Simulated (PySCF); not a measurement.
# One molecule, several mistakes: B2GeH5O

These are calculations, not measurements. The program is PySCF 2.14.0, an open-source quantum chemistry code, run on an isolated molecule that a program drew, which may never have been made. The molecule is B2GeH5O (charge 0, doublet), drawn as the SMILES string `[BH2][GeH][BH]O`.

Each row is a Hartree-Fock (HF) and frozen-core CCSD(T) single point in the cc-pVDZ basis, meant for a local HF minimum. Run 1 is clean. Each other run has one planted mistake out of seven kinds, and not every kind appears here: one electron removed, one electron added, multiplicity raised by two, geometry at a saddle point, minimal basis STO-3G, one bond length entered in bohr, all coordinates scaled. The reference is restricted for singlets and unrestricted otherwise, and also for a bond in bohr. Adding or removing an electron swaps singlet and doublet. Electrons count all cores. HOMO and LUMO are orbital energies over both spins, the gradient is its largest component, and the lowest frequency (negative if imaginary) is given only where the gradient is small. Bond lengths are over the 8 bonds as drawn. T1 is the CCSD diagnostic: over 0.02 (restricted) or 0.045 (unrestricted) a single reference is doubtful. Germanium has the cc-pVDZ-PP basis, with a core potential (ECP10MDF) in place of its 10 inner electrons, and its 3s, 3p and 3d shells are frozen in CCSD(T).

Geometry of the clean run:
```xyz
9
B2GeH5O, angstrom
B     0.3161    1.0655   -2.0880
Ge   -0.3981    0.0909   -0.4655
B    -0.0575   -1.9140   -0.0223
O     0.6865   -2.7107   -0.8114
H     0.0752    2.2228   -2.2752
H     0.9958    0.4748   -2.8826
H    -1.2615    0.8589    0.5379
H    -0.5240   -2.4146    0.9624
H     1.0463   -2.2997   -1.5832
```

```
run  electrons  basis functions  <S^2>  HOMO (eV)  LUMO (eV)  gradient (hartree/bohr)  lowest frequency (cm^-1)  mean bond (Å)  longest bond (Å)      T1  HF (hartree)  CCSD(T) (hartree)                          mistake
  1         55               90  0.760      -8.10       0.19                  4.2e-05                       100         1.4404             2.081  0.0184    -420.51969         -421.01396                         no fault
  2         55               90  0.761      -8.04       0.21                  2.8e-02                         -         1.4792             2.138  0.0196    -420.51425         -421.01246           all coordinates scaled
  3         55               90  1.629      -8.35       0.30                  6.4e-03                         -         1.6106             2.892  0.0329    -420.42839         -420.90596  one bond length entered in bohr
  4         55               90  3.782      -6.07      -2.07                  6.6e-02                         -         1.4404             2.081  0.0289    -420.37021         -420.86592       multiplicity raised by two
  5         56               90  0.000      -1.10       6.91                  3.9e-02                         -         1.4404             2.081  0.0214    -420.53469         -421.06893                                ?
  6         54               90  0.000     -16.29      -6.80                  4.2e-02                         -         1.4404             2.081  0.0171    -420.24676         -420.72313                                ?
```

**Which mistake was planted in run 5, and what did it cost?**

It counts 56 electrons, one more than the clean run, at the same geometry and basis. So the mistake is: one electron added. Subtracting run 1 and multiplying by 627.51 kcal/mol a hartree, the energy moved by -9.4 kcal/mol in HF and -34.5 kcal/mol in CCSD(T).

**Which mistake was planted in run 6, and what did it cost?**

It counts 54 electrons, one fewer than the clean run, at the same geometry and basis. So the mistake is: one electron removed. Subtracting run 1 and multiplying by 627.51 kcal/mol a hartree, the energy moved by 171.3 kcal/mol in HF and 182.5 kcal/mol in CCSD(T).

Cautions from the logs. Run 5: T1 is over the limit, so its CCSD(T) energy is less reliable.
